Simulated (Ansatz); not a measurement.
One change: `OC[TeH]` becomes `[TeH]CI`.

Ansatz, PBE0-D4/def2-TZVP geometries, multiplicity 1. Each molecule was computed in one conformer, which needn't be the lowest.

Elements past krypton have def2 core potentials.

```
                                                                                  property  `OC[TeH]`
                                                       LUMO energy (B3LYP/def2-TZVPP) / eV      -1.01
ideal-gas entropy at 298 K and 1 bar (rigid rotor, harmonic PBE0-D4/def2-TZVP) / J/(mol·K)        306
                                                        HOMO energy (PBE0/def2-TZVPP) / eV      -6.36
                                                        LUMO energy (PBE0/def2-TZVPP) / eV      -0.75
                                                       HOMO energy (B3LYP/def2-TZVPP) / eV      -6.15
                                            zero-point energy (PBE0-D4/def2-TZVP) / kJ/mol      127.6
```

**Question.** Give the same properties after the change, and the shifts. (Estimate.)

**Answer.** Computed: 
```
                                                                                  property  `[TeH]CI`  shift
                                                       LUMO energy (B3LYP/def2-TZVPP) / eV      -1.84  -0.83
ideal-gas entropy at 298 K and 1 bar (rigid rotor, harmonic PBE0-D4/def2-TZVP) / J/(mol·K)        330     24
                                                        HOMO energy (PBE0/def2-TZVPP) / eV      -6.41  -0.05
                                                        LUMO energy (PBE0/def2-TZVPP) / eV      -1.62  -0.87
                                                       HOMO energy (B3LYP/def2-TZVPP) / eV      -6.19  -0.04
                                            zero-point energy (PBE0-D4/def2-TZVP) / kJ/mol       88.4  -39.2
```

With PBE0 the HOMO falls by 0.05 eV and the LUMO falls by 0.87 eV, so the gap narrows by about 0.82 eV. PBE moves the HOMO by -0.09 eV and ωB97M-V by 0.01 eV. The zero-point energy changes by -39.2 kJ/mol with -3 modes.

B3LYP here is the variant with VWN-RPA as its local correlation; programs differ in this.

Spin–orbit coupling is left out; it splits and shifts lone-pair levels of the heavy atoms by tenths of an eV.
